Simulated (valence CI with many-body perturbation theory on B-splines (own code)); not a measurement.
Values are calculated unless marked as measured or tabulated.
## La²⁶⁺ in three bases

Level of theory: valence CI with perturbative core correlation (CI+MBPT): three valence electrons over a frozen Dirac-Fock core [Ar] 3d10, a basis of 9 s, 9 p, 8 d, 6 f, 3 g, 1 h functions for each j, with the one-electron correlation potential Σ1, the two-electron term Σ2, the three-electron term Σ3, Breit, model QED; selected CI, second order for the rest, scaled by the run's own slope (own B-spline code, finite nucleus).

No measured spectrum was set against this ion. As an estimate, large intervals hold to a few tenths of a per cent, small ones and those within an open d or f shell to about a per cent.

The reference run has the lowest level (4s^2 4p1/2) J=1/2 and an ionisation energy of 906.680 eV. Its largest variational space holds 9559 state functions.

Levels are named by their leading jj configuration (3d3/2^4 stands for four electrons in 3d with j = 3/2), which in mixed levels can hold well under half, so a name can repeat and another be missing. Letters in brackets count levels of one name in rising energy.

Changed runs:
A. basis 6 s, 6 p, 5 d, 3 f, 1 g
B. basis 5 s, 5 p, 4 d, 2 f

Excitation energies of the reference run in cm⁻¹, and shifts in cm⁻¹:

| Level | Reference | A | B |
| --- | --- | --- | --- |
| (4s^2 4p3/2) J=3/2 | 190084 | -17 | -21 |
| (4s 4p1/2^2) J=1/2 | 452448 | -67 | -212 |
| (4s 4p1/2 4p3/2) J=3/2 [a] | 586823 | -155 | -534 |
| (4s 4p1/2 4p3/2) J=5/2 | 626828 | -72 | -199 |
| (4s 4p1/2 4p3/2) J=3/2 [b] | 690273 | +41 | +274 |
| (4s 4p1/2 4p3/2) J=1/2 | 719334 | +97 | +493 |
| (4s 4p3/2^2) J=5/2 | 804089 | -78 | -184 |
| (4s 4p3/2^2) J=1/2 | 909728 | +137 | +734 |
| (4s 4p3/2^2) J=3/2 | 915020 | +81 | +452 |
| (4s^2 4d3/2) J=3/2 | 1018210 | +211 | +1159 |
| (4s^2 4d5/2) J=5/2 | 1051540 | +193 | +1100 |
| (4p1/2^2 4p3/2) J=3/2 | 1164380 | -20 | +0.4 |
| Ionisation energy (eV) | 906.680 | -0.020 | -0.071 |
